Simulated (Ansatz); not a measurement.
Consider the ligand exchange at the Si–C bond: `O=C[SiH](O)O` + CH₃SH → `CS[SiH](O)O` + `C=O`.

Program: Ansatz. Geometries: PBE0-D4/def2-TZVP. ΔE: electronic, gas phase. CBS: MP2 limit from def2 TZ/QZ plus the TZ coupled-cluster correction, frozen cores. This one scheme is used for every species. Functionals use def2-TZVPP. B3LYP here is the variant with VWN-RPA as its local correlation; programs differ in this. Each species was taken in one conformer, which may not be the lowest.

`O=C[SiH](O)O`:

Cartesian coordinates in Å:
```
O 2.078 0.104 0.209
C 1.145 -0.654 0.366
Si -0.638 0.070 0.253
O -1.502 -0.655 -0.931
O -0.349 1.651 -0.027
H 1.356 -1.732 0.554
H -1.413 -0.166 1.488
H -1.271 -0.466 -1.842
H 0.595 1.848 -0.071
```

CH₃SH:

Z-matrix (Å, degrees):
```
C
S 1 1.806
H 1 1.089 2 111.5
H 1 1.089 2 111.5 3 -123.8
H 1 1.090 2 106.2 3 118.1
H 2 1.342 1 97.1 3 61.9
```

`CS[SiH](O)O`:

Z-matrix (Å, degrees):
```
C
S 1 1.818
H 1 1.090 2 111.0
H 1 1.089 2 106.9 3 118.6
H 1 1.089 2 110.9 3 -122.4
Si 2 2.125 1 98.7 3 54.1
O 6 1.632 2 114.4 1 69.5
O 6 1.638 2 106.6 1 -170.6
H 6 1.480 2 109.5 1 -46.7
H 7 0.959 6 117.2 2 60.4
H 8 0.958 6 117.6 2 41.1
```

`C=O`:

```xyz
4

C     0.000    0.002    0.005
O     0.037   -0.435   -1.108
H     0.418    0.996    0.260
H    -0.455   -0.563    0.843
```

```json
{"level": "PBE-D4", "ΔE (kJ/mol)": "-78.4", "difference from CCSD(T)/CBS": "1.4"}
{"level": "r2SCAN-D4", "ΔE (kJ/mol)": "-81.1", "difference from CCSD(T)/CBS": "-1.3"}
{"level": "B3LYP-D4", "ΔE (kJ/mol)": "-77.8", "difference from CCSD(T)/CBS": "2.0"}
{"level": "ωB97X-V", "ΔE (kJ/mol)": "-76.7", "difference from CCSD(T)/CBS": "3.1"}
{"level": "B2PLYP", "ΔE (kJ/mol)": "-76.4", "difference from CCSD(T)/CBS": "3.4"}
{"level": "PBE", "ΔE (kJ/mol)": "-74.8", "difference from CCSD(T)/CBS": "5.0"}
{"level": "r2SCAN", "ΔE (kJ/mol)": "-80.1", "difference from CCSD(T)/CBS": "-0.3"}
{"level": "B3LYP", "ΔE (kJ/mol)": "-71.9", "difference from CCSD(T)/CBS": "7.9"}
{"level": "SCS-MP2/def2-TZVPP", "ΔE (kJ/mol)": "-80.3", "difference from CCSD(T)/CBS": "-0.5"}
{"level": "CCSD/def2-TZVPP", "ΔE (kJ/mol)": "-76.7", "difference from CCSD(T)/CBS": "3.1"}
{"level": "CCSD(T)/def2-TZVPP", "ΔE (kJ/mol)": "-77.5", "difference from CCSD(T)/CBS": "2.3"}
{"level": "HF/def2-QZVPP", "ΔE (kJ/mol)": "-77.2", "difference from CCSD(T)/CBS": "2.6"}
{"level": "MP2/def2-QZVPP", "ΔE (kJ/mol)": "-85.9", "difference from CCSD(T)/CBS": "-6.1"}
{"level": "SCS-MP2/def2-QZVPP", "ΔE (kJ/mol)": "-81.6", "difference from CCSD(T)/CBS": "-1.8"}
{"level": "HF/CBS(def2)", "ΔE (kJ/mol)": "-77.1", "difference from CCSD(T)/CBS": "2.7"}
{"level": "MP2/CBS(def2)", "ΔE (kJ/mol)": "-86.9", "difference from CCSD(T)/CBS": "-7.1"}
{"level": "CCSD(T)/CBS", "ΔE (kJ/mol)": "-79.8", "difference from CCSD(T)/CBS": "0"}
```

Largest T1 diagnostic among the species: 0.015.

From PBE to PBE0 (25 % exact exchange), in def2-TZVPP and without D4, ΔE moves by −3.3 kJ/mol. The D4 term adds −5.8 kJ/mol with B3LYP and −3.3 kJ/mol with PBE0; it sums over pairs of atoms, weighted by their polarisabilities, and B3LYP, whose exchange is more repulsive, gets the larger term.
